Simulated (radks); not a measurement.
All-electron atom: V II in [Ar] 3d4 (the NIST ground configuration).

Method: scalar-relativistic Kohn-Sham, PBE, spin-polarised, spherical densities, finite nucleus; open shells are filled with parallel spins first; Fermi nuclear charge, rms radius 3.6002 fm; computed with a radial shooting solver on a logarithmic mesh with Libxc functionals.

Energy parts (eV):
| part | energy |
|---|---|
| total | -25819.521 |
| kinetic | 26058.779 |
| electron-nucleus | -61397.525 |
| Hartree | 10751.717 |
| exchange-correlation | -1232.492 |

Orbitals (lengths in bohr, moments of r in powers of bohr; r(90%) holds 90 % of the orbital's charge):
orbital  occ.  eigenvalue (eV)  r(90%)
1s down     1        -5366.991   0.119
1s up       1        -5366.964   0.119
2s up       1        -604.6199   0.479
2s down     1        -603.5186   0.478
2p up       3        -505.0931   0.451
2p down     3        -504.2526   0.450
3s up       1         -74.0748    1.44
3s down     1         -70.6960    1.44
3p up       3         -48.0888    1.59
3p down     3         -44.7216    1.60
3d up       4          -9.8620    2.71
3d down     0          -6.7436    2.92

The highest occupied level is 3d up at -9.862 eV. The density falls to 0.001 e/bohr^3 at r = 3.62 bohr. For comparison, the ionisation energy in NIST's Atomic Spectra Database is 14.63 eV (measured). In exact Kohn-Sham theory the highest level is minus the ionisation energy, but local and semilocal functionals leave it too shallow, through self-interaction and a potential that decays too fast; potentials with the right tail come closer. The electron density at the nucleus is 9941 e/bohr^3 (large components only). The spin density at the nucleus is -0.977 e/bohr^3 (1s 0.002, 2s -1.105, 3s 0.125).
